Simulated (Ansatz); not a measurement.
One geometry of `C=C[Te][SiH2]C`, several functionals.

```yaml
crystal:
  periodic: [false, false, false]
  atoms:
    - {symbol: C, position_ang: [0.166519, -0.773310, 2.692266]}
    - {symbol: C, position_ang: [0.060136, -1.199676, 1.442891]}
    - {symbol: Te, position_ang: [1.642550, -1.146549, 0.055248]}
    - {symbol: Si, position_ang: [0.197054, -0.171875, -1.730606]}
    - {symbol: C, position_ang: [-0.319362, 1.580538, -1.344940]}
    - {symbol: H, position_ang: [-0.661421, -0.884415, 3.386696]}
    - {symbol: H, position_ang: [1.068713, -0.307219, 3.072960]}
    - {symbol: H, position_ang: [-0.853169, -1.662842, 1.082376]}
    - {symbol: H, position_ang: [-1.003348, -1.040735, -1.873492]}
    - {symbol: H, position_ang: [1.000511, -0.243664, -2.979815]}
    - {symbol: H, position_ang: [-0.847377, 1.617244, -0.389620]}
    - {symbol: H, position_ang: [-0.984317, 1.965972, -2.122801]}
    - {symbol: H, position_ang: [0.553911, 2.231831, -1.276164]}
basis:
  gaussian: {orbitals: def2-TZVPP}
hamiltonian: {xc: lda}
output: {orbitals: {seedname: orbitals}}
```

```sh
$ ansatz run in.yaml --threads 2 --pin off --events-out ev --progress --plain --max-ram 32768MiB --backend cuda --devices 0, --max-vram 18GiB
```

It prints (some lines left out):

```
Functional definition: SPW92
1686 factors; their error is unknown
mean field evaluation 1: about -18309.0600 eV, gradient 1.1e2 eV
mean field evaluation 2: about -18065.6567 eV, gradient 2.4e2 eV
mean field evaluation 4: about -18337.8244 eV, gradient 3.8e1 eV
mean field evaluation 8: about -18340.9403 eV, gradient 6.7e-1 eV
mean field evaluation 16: about -18340.7856 eV, gradient 2.3e-3 eV
mean field -18340.78558375 eV, -674.0114383717 hartree, gradient 6.8e-5 eV, S^2 0.000000; 0 other end points of the search recorded, 0 dependent functions left out
reference -18340.78563015 eV, -674.0114400768 hartree; 32, 32 occupied and 265, 265 virtual orbitals, 1686 factors
Total energy: -18340.78563015 eV, -674.0114400768 hartree
```

Run time 4 s (2 threads of an AMD EPYC 7R13 on a shared host and a share of an NVIDIA H100 80 GB); peak host memory 0.83 GiB.

With the line `hamiltonian: {xc: {name: B2PLYP}}` (abridged; 6 s):

```
Functional definition: B2PLYP
mean field evaluation 16: about -18393.0771 eV, gradient 4.9e-4 eV
mean field -18393.07706442 eV, -675.9331148419 hartree, gradient 3.2e-6 eV, S^2 0.000000
12 core orbitals not correlated: weight in the atoms' cores, before any rotation towards them, 1.000 or more for the frozen orbitals, at most 0.000 for the correlated occupied ones
second order -35.76730394 eV of doubles, -0.00000000 eV of singles
Total energy: -18402.73443551 eV, -676.2880166834 hartree
```

Changing it to `hamiltonian: {xc: {name: wB97X-V}}` (abridged; 6 s):

```
Functional definition: wB97X-V
mean field evaluation 16: about -18411.3405 eV, gradient 2.5e-4 eV
mean field -18411.34046494 eV, -676.6042824318 hartree, gradient 3.4e-5 eV, S^2 0.000000
Total energy: -18411.34046252 eV, -676.6042823427 hartree
```

The same input with `hamiltonian: {xc: {name: PBE-QIDH}}` (abridged; 6 s):

```
Functional definition: PBE-QIDH
mean field evaluation 16: about -18388.4989 eV, gradient 2.5e-4 eV
mean field -18388.49887253 eV, -675.7648693933 hartree, gradient 4.1e-6 eV, S^2 0.000000
12 core orbitals not correlated: weight in the atoms' cores, before any rotation towards them, 1.000 or more for the frozen orbitals, at most 0.000 for the correlated occupied ones
second order -33.41578241 eV of doubles, -0.00000000 eV of singles
Total energy: -18399.63748154 eV, -676.1742057244 hartree
```

The same input with `hamiltonian: {xc: {name: BHLYP}, dispersion: d4}` (abridged; 14 s):

```
Functional definition: BHLYP
mean field evaluation 16: about -18410.2399 eV, gradient 1.1e-3 eV
mean field -18410.23990552 eV, -676.5638376192 hartree, gradient 8.1e-5 eV, S^2 0.000000
Total energy: -18410.70356854 eV, -676.5808769209 hartree
```

Changing it to `hamiltonian: {xc: {name: B3LYP}, dispersion: d4}` and forces (abridged; 11 s):

```
Functional definition: B3LYP
mean field evaluation 16: about -18417.1858 eV, gradient 9.5e-4 eV
mean field -18417.18583089 eV, -676.8190956681 hartree, gradient 3.3e-5 eV, S^2 0.000000
Total energy: -18417.73510887 eV, -676.8392812616 hartree
Atom 0 force    -0.025430     0.033197     0.136967 eV/Å
Atom 1 force    -0.233811    -0.060903     0.081300 eV/Å
Atom 2 force     0.319320    -0.071871    -0.064446 eV/Å
Atom 3 force    -0.084617    -0.094990    -0.241774 eV/Å
Atom 4 force    -0.033368     0.096341     0.022943 eV/Å
Atom 5 force     0.062302     0.015755    -0.027182 eV/Å
Atom 6 force    -0.070837    -0.030575    -0.012157 eV/Å
Atom 7 force     0.057732     0.037128     0.041198 eV/Å
Atom 8 force     0.068932     0.062384     0.001794 eV/Å
Atom 9 force    -0.058175     0.011780     0.068710 eV/Å
Atom 10 force     0.022429     0.017471    -0.051412 eV/Å
Atom 11 force     0.028579     0.001459     0.045623 eV/Å
Atom 12 force    -0.053055    -0.017175    -0.001565 eV/Å
Dipole moment:    -0.211194     0.208566     0.036768 e Å
```

B3LYP takes the VWN-RPA correlation (the form of Gaussian; ORCA's B3LYP/G).
